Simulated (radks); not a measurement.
Os XIV, configuration [Kr] 4d10 4f13 5s2 5p2.

Calculated with a radial shooting solver on a logarithmic mesh with Libxc functionals: scalar-relativistic Kohn-Sham, LDA (Slater exchange, VWN5 correlation), spin-polarised, spherical densities, finite nucleus; open shells are filled with parallel spins first (spin-orbit coupling, left out, can overturn this in heavy ions); Fermi nuclear charge, rms radius 5.4126 fm.

Energy parts (hartree):
total: -17185.6083
kinetic: 19041.0479
electron-nucleus: -41997.2551
Hartree: 6089.5358
exchange-correlation: -318.9369

Orbitals (lengths in bohr, moments of r in powers of bohr; r(max) is where P^2 peaks; r(90%) holds 90 % of the orbital's charge):
orbital,occ.,eigenvalue (hartree),<r^2>,r(90%),r(max),<r^4>
1s up,1,-2721.207,0.0004341,0.0324,0.01104,5.135e-07
1s down,1,-2721.194,0.0004341,0.0324,0.01104,5.135e-07
2s up,1,-481.9048,0.006650,0.116,0.06345,0.00007641
2s down,1,-481.8960,0.006650,0.116,0.06345,0.00007641
2p up,3,-421.1673,0.005534,0.110,0.05220,0.00006066
2p down,3,-421.1560,0.005534,0.110,0.05220,0.00006066
3s up,1,-119.3854,0.04305,0.284,0.1789,0.002790
3s down,1,-119.3508,0.04304,0.284,0.1789,0.002788
3p up,3,-101.5404,0.04390,0.291,0.1774,0.003020
3p down,3,-101.5047,0.04389,0.291,0.1774,0.003018
3d up,5,-81.53840,0.03636,0.273,0.1443,0.002324
3d down,5,-81.50882,0.03634,0.273,0.1443,0.002321
4s up,1,-32.49171,0.2092,0.618,0.4043,0.06322
4s down,1,-32.43188,0.2092,0.617,0.4043,0.06315
4p up,3,-26.60573,0.2375,0.663,0.4242,0.08336
4p down,3,-26.54562,0.2373,0.663,0.4243,0.08317
4d up,5,-19.28588,0.2699,0.721,0.4327,0.1150
4d down,5,-19.22317,0.2694,0.720,0.4327,0.1143
5s up,1,-11.81476,0.9470,1.30,0.8760,1.239
5s down,1,-11.68922,0.9457,1.30,0.8742,1.238
4f up,7,-11.09943,0.3273,0.835,0.3987,0.2051
4f down,6,-11.02790,0.3251,0.831,0.3986,0.2019
5p up,2,-10.02389,1.138,1.42,0.9576,1.798
5p down,0,-9.89483,1.140,1.43,0.9561,1.810

The highest occupied level is 5p up at -272.76 eV. The spin density at the nucleus is -16.141 e/bohr^3 (1s -3.788, 2s -0.075, 3s -5.847, 4s 1.897, 5s -8.328). Summed over all electrons, <r^2> = 13.71 bohr^2, which gives a Langevin (diamagnetic) susceptibility term of -10.9 x 10^-6 cm^3/mol.
